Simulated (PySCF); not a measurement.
Correlation energy of As²⁺ (arsenic, charge +2)

[Ar] 3d10 4s2 4p1, 2P determinant. Calculation: PySCF 2.14, in x2c-TZVPall; scalar relativity by spin-free X2C-1e. Frozen: [Ar] 3d10; 3 electrons correlated.

MP2 pair energies summed by pair of shells (mhartree):

```
 pair  energy  share (%)
4s-4s  -21.51       55.1
4s-4p  -17.50       44.9
```

Total MP2 correlation energy: -39.01 mhartree.

Same-spin part -2.55 and opposite-spin part -36.46 mhartree; SCS-MP2 scales them by 1/3 and 6/5 to -44.60 mhartree.

```
  level  correlation energy (mhartree)
   CCSD                         -52.71
    (T)                          -0.69
CCSD(T)                         -53.40
```

Diagnostics: T1 = 0.0082, D1 = 0.0192, largest double amplitude 0.094.

Cost of the coupled-cluster step: 0.41 s of wall time on 1 thread of Neoverse-V2 (shared host), for 3 correlated electrons.

Iterations:

```
CC2 = 0
CCSD nocc = (np.int64(2), np.int64(1)), nmo = (34, 34)
frozen orbitals [[0, 1, 2, 3, 4, 5, 6, 7, 8, 9, 10, 11, 12, 13], [0, 1, 2, 3, 4, 5, 6, 7, 8, 9, 10, 11, 12, 13]]
max_cycle = 100
direct = 0
conv_tol = 1e-08
conv_tol_normt = 1e-06
diis_space = 8
diis_start_cycle = 0
Init t2, MP2 energy = -0.0390099589944081
Init E_corr(UCCSD) = -0.0390099589985861
cycle = 1  E_corr(UCCSD) = -0.0480637672091059  dE = -0.00905380821  norm(t1,t2) = 0.0423754
cycle = 2  E_corr(UCCSD) = -0.0509148132776404  dE = -0.00285104607  norm(t1,t2) = 0.0167192
cycle = 3  E_corr(UCCSD) = -0.0527237142639536  dE = -0.00180890099  norm(t1,t2) = 0.00720909
cycle = 4  E_corr(UCCSD) = -0.0527073599171047  dE = 1.63543468e-05  norm(t1,t2) = 0.000741306
cycle = 5  E_corr(UCCSD) = -0.0527149371134238  dE = -7.57719632e-06  norm(t1,t2) = 7.67506e-05
cycle = 6  E_corr(UCCSD) = -0.0527131936488305  dE = 1.74346459e-06  norm(t1,t2) = 1.04904e-05
cycle = 7  E_corr(UCCSD) = -0.0527138941196556  dE = -7.00470825e-07  norm(t1,t2) = 2.54207e-06
cycle = 8  E_corr(UCCSD) = -0.052713688445697  dE = 2.05673959e-07  norm(t1,t2) = 7.29661e-07
cycle = 9  E_corr(UCCSD) = -0.0527137009125914  dE = -1.24668944e-08  norm(t1,t2) = 8.62057e-08
cycle = 10  E_corr(UCCSD) = -0.0527137049591323  dE = -4.04654085e-09  norm(t1,t2) = 2.01939e-08
UCCSD converged
E(UCCSD) = -2258.056825919215  E_corr = -0.05271370495913228
UCCSD(T) correction = -0.00068927014135673
```
